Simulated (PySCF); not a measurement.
AlBr3, SMILES `[Br][Al]([Br])[Br]`, neutral singlet in the gas phase. 

Z-matrix (Å, degrees):
```
Al
Br 1 2.2386
Br 1 2.2386 2 120.01
Br 1 2.2387 2 120.00 3 -179.94
```
Charge 0, spin multiplicity 1.

All levels are single points at this geometry (B3LYP-D3(BJ)/def2-TZVP); Pople sets use spherical d functions. Orbital energies aren't observables, and empty levels follow the basis.

B3LYP/3-21G in PySCF gives dipole (D) = 0.00.

Q: Estimate the dipole (D) from each of these levels: B3LYP-D3(BJ)/def2-TZVP in PySCF; BP86/6-31G* in PySCF; PBE/6-31G* in PySCF; HF/3-21G in PySCF; HF/6-31G* in PySCF.

A: 
```csv
level,dipole (D)
B3LYP-D3(BJ)/def2-TZVP in PySCF,0.00
BP86/6-31G* in PySCF,0.00
PBE/6-31G* in PySCF,0.00
HF/3-21G in PySCF,0.00
HF/6-31G* in PySCF,0.00
```
